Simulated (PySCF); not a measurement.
## Nuclear quadrupole coupling in `CCN[SiH2]OC(C)C`

Species: C5H15NOSi.
Atom-mapped SMILES: `[CH3:1][CH2:2][NH:3][SiH2:4][O:5][CH:6]([CH3:7])[CH3:8]` (hydrogens: H9, H10, H11 on C1; H12, H13 on C2; H14 on N3; H15, H16 on Si4; H17 on C6; H18, H19, H20 on C7; H21, H22, H23 on C8)

Geometry (PBE0-D3(BJ)/def2-SVP, Å), atoms numbered from 1 in this order:
```xyz
23
C5H15NOSi angstrom
C     -4.1667    0.1043    0.4660
C     -2.7078   -0.2159    0.7432
N     -1.8026    0.6322   -0.0030
Si    -0.3802    0.1218   -0.8102
O      0.9477    0.0470    0.1989
C      2.2964    0.1709   -0.1989
C      3.0824    0.7234    0.9747
C      2.8341   -1.1683   -0.6781
H     -4.3914   -0.0090   -0.6054
H     -4.4035    1.1429    0.7500
H     -4.8364   -0.5568    1.0375
H     -2.5016   -1.2622    0.4614
H     -2.5167   -0.1571    1.8327
H     -1.9029    1.6197    0.2096
H     -0.0462    1.1075   -1.8864
H     -0.6779   -1.2324   -1.3655
H      2.3655    0.8945   -1.0384
H      2.6706    1.6936    1.2882
H      3.0143    0.0332    1.8299
H      4.1432    0.8579    0.7150
H      3.8869   -1.0855   -0.9886
H      2.2549   -1.5433   -1.5359
H      2.7643   -1.9137    0.1296
```

Field gradients from the PBE0/pcSseg-1 density (PySCF, non-relativistic), principal values in atomic units, ordered |Vxx| ≤ |Vyy| ≤ |Vzz|:

```tsv
atom	Vxx	Vyy	Vzz
N3	0.3197	0.7060	-1.0257
O5	-0.4843	-1.1981	1.6824
```

Find the asymmetry η = (Vxx − Vyy)/Vzz and the couplings χ = eQV/h (234.96 MHz × Q in barn × V in au), with Q(14N) = 0.02044 b, Q(17O) = −0.0256 b.

| atom | environment | nucleus | η | χzz (MHz) | χxx (MHz) | χyy (MHz) |
| --- | --- | --- | --- | --- | --- | --- |
| N3 | silicon-bound nitrogen | 14N | 0.38 | -4.926 | 1.536 | 3.391 |
| O5 | silyl ether oxygen | 17O | 0.42 | -10.12 | 2.91 | 7.21 |

What is Vzz at O5 in SI units (1 au = 9.71736 × 10²¹ V/m²)?

1.6824 au = 16.348 × 10²¹ V/m².

And the gradient at the other heavy atoms, for which no coupling is worked out here?

```
atom                   environment  Vzz (au)     η
  C1                 methyl carbon     0.034  0.74
  C2  sp3 carbon bound to nitrogen     0.241  0.23
 Si4          oxygen-bound silicon     0.314  0.90
  C6    sp3 carbon bound to oxygen     0.386  0.07
  C7                 methyl carbon     0.038  0.52
  C8                 methyl carbon     0.027  0.59
```

Were the hydrogens deuterons (Q(2H) = 0.00286 b), χzz would run from 91 kHz (H15) to 271 kHz (H14).

Isolated species at its PBE0-D3(BJ)/def2-SVP geometry (one conformer only). The basis is small and wasn't made for field gradients, so the couplings can be 20 % off.

These values come from a run that also computed NMR shieldings. The run took 36 s of wall time on an Arm Neoverse V2 with one thread, no GPU, shared host, and the process peaked at 0.92 GiB of memory.
